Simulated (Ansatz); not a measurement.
# Molecular dynamics of ClH2Sb

Input:

```yaml
crystal:
  periodic: [false, false, false]
  atoms:
    - { symbol: Cl, position_ang: [-1.83087, 0.29538, -0.652391] }
    - { symbol: Sb, position_ang: [0.504244, -0.279167, -0.59147] }
    - { symbol: H, position_ang: [0.400054, -1.192148, 0.887988] }
    - { symbol: H, position_ang: [0.982172, 1.115634, 0.335573] }
basis:
  gaussian: { orbitals: def2-SVP }
hamiltonian:
  xc: pbe
  dispersion: d4
md:
  timestep: 0.5
  n_steps: 400
  ensemble: nve
  temperature: 50.0
  initial_velocities: maxwell_boltzmann
  seed: 956038
scf:
  lower_state_search: "off"
```

Launched with:

```bash
$ ansatz run input.yaml --threads 1 --pin off --max-ram 2048MiB --backend cpu --events-out ev --progress --plain --runs-dir out
```

It starts from a relaxed structure.

Output, in part (step lines, the closing report, with atoms numbered from 0):

```
md step     0: t =     0.00 fs  T =    50.0 K  F+E_penalty+E_count = -19083.88412057 eV  E_kin = 0.012926 eV  conserved = -19083.87119457 eV  (13 SCF iters)
md step     1: t =     0.50 fs  T =    49.1 K  F+E_penalty+E_count = -19083.88388381 eV  E_kin = 0.012690 eV  conserved = -19083.87119348 eV  (20 SCF iters)
md step     2: t =     1.00 fs  T =    46.5 K  F+E_penalty+E_count = -19083.88320163 eV  E_kin = 0.012013 eV  conserved = -19083.87118905 eV  (20 SCF iters)
md step     3: t =     1.50 fs  T =    42.4 K  F+E_penalty+E_count = -19083.88214681 eV  E_kin = 0.010965 eV  conserved = -19083.87118166 eV  (20 SCF iters)
md step     4: t =     2.00 fs  T =    37.4 K  F+E_penalty+E_count = -19083.88083837 eV  E_kin = 0.009666 eV  conserved = -19083.87117218 eV  (20 SCF iters)
md step     5: t =     2.50 fs  T =    32.0 K  F+E_penalty+E_count = -19083.87942802 eV  E_kin = 0.008266 eV  conserved = -19083.87116180 eV  (20 SCF iters)
md step     6: t =     3.00 fs  T =    26.8 K  F+E_penalty+E_count = -19083.87808094 eV  E_kin = 0.006929 eV  conserved = -19083.87115195 eV  (20 SCF iters)
md step     7: t =     3.50 fs  T =    22.5 K  F+E_penalty+E_count = -19083.87695336 eV  E_kin = 0.005809 eV  conserved = -19083.87114403 eV  (12 SCF iters)
[... lines left out ...]
md step   397: t =   198.50 fs  T =    47.4 K  F+E_penalty+E_count = -19083.88344666 eV  E_kin = 0.012254 eV  conserved = -19083.87119225 eV  (20 SCF iters)
md step   398: t =   199.00 fs  T =    45.7 K  F+E_penalty+E_count = -19083.88301549 eV  E_kin = 0.011827 eV  conserved = -19083.87118849 eV  (20 SCF iters)
md step   399: t =   199.50 fs  T =    42.7 K  F+E_penalty+E_count = -19083.88221999 eV  E_kin = 0.011038 eV  conserved = -19083.87118180 eV  (20 SCF iters)
md step   400: t =   200.00 fs  T =    38.7 K  F+E_penalty+E_count = -19083.88116822 eV  E_kin = 0.009995 eV  conserved = -19083.87117299 eV  (20 SCF iters)
Total energy: -19083.88119598 eV, -701.3196984328 hartree
Atom 0 at    -1.831717     0.295688    -0.652385 Å, force     0.008476    -0.010631     0.003029 eV/Å
Atom 1 at     0.504511    -0.279330    -0.591279 Å, force    -0.000674     0.128241    -0.263193 eV/Å
Atom 2 at     0.403836    -1.184516     0.868713 Å, force    -0.023664    -0.138173     0.237721 eV/Å
Atom 3 at     0.975913     1.116896     0.331534 Å, force     0.015862     0.020563     0.022442 eV/Å
Dipole moment:     0.492491    -0.133067    -0.012456 e Å
```

The steps, from the saved trajectory:

| time (fs) | T (K) | potential energy less start (eV) | conserved less start (meV/atom) |
| --- | --- | --- | --- |
| 0 | 50 | 0.000 | 0.00 |
| 6.5 | 26 | 0.006 | 0.01 |
| 13 | 1 | 0.013 | 0.01 |
| 19.5 | 27 | 0.006 | 0.00 |
| 26 | 46 | 0.001 | 0.00 |
| 32.5 | 22 | 0.007 | 0.01 |
| 39 | 11 | 0.010 | 0.01 |
| 45.5 | 28 | 0.006 | 0.00 |
| 52 | 32 | 0.005 | 0.01 |
| 58.5 | 23 | 0.007 | 0.01 |
| 65 | 23 | 0.007 | 0.01 |
| 71.5 | 26 | 0.006 | 0.00 |
| 78 | 18 | 0.008 | 0.01 |
| 84.5 | 24 | 0.007 | 0.01 |
| 91 | 41 | 0.002 | 0.00 |
| 97.5 | 24 | 0.007 | 0.00 |
| 104 | 5 | 0.012 | 0.01 |
| 110.5 | 29 | 0.005 | 0.01 |
| 117 | 47 | 0.001 | 0.00 |
| 123.5 | 19 | 0.008 | 0.01 |
| 130 | 1 | 0.013 | 0.01 |
| 136.5 | 31 | 0.005 | 0.01 |
| 143 | 46 | 0.001 | 0.00 |
| 149.5 | 19 | 0.008 | 0.01 |
| 156 | 6 | 0.011 | 0.01 |
| 162.5 | 32 | 0.005 | 0.00 |
| 169 | 39 | 0.003 | 0.00 |
| 175.5 | 19 | 0.008 | 0.01 |
| 182 | 20 | 0.008 | 0.01 |
| 188.5 | 28 | 0.006 | 0.00 |
| 195 | 22 | 0.007 | 0.01 |

The run went to its last step. The conserved energy stayed within 0.015 meV per atom of its start (net change 0.0055 meV per atom), so the integration is sound. Over the second half the temperature averaged 0.50 of the 50 K drawn at the start: a run that starts near a minimum puts about half its kinetic energy into the potential. A run of 0.2 ps of so small a system gives no equilibrium averages.

The same pairs are bonded in the first frame and the last. Pairs count as bonded within 1.25 times the sum of covalent radii (0.12 Å more for H–H).

Last frame:

```xyz
4
Properties=species:S:1:pos:R:3
Cl -1.832 0.296 -0.652
Sb 0.504 -0.279 -0.591
H 0.404 -1.185 0.869
H 0.976 1.117 0.332
```

Run time: 4.6 min on 1 thread of Arm Neoverse V1, with other jobs on the host, peak memory 0.083 GiB.
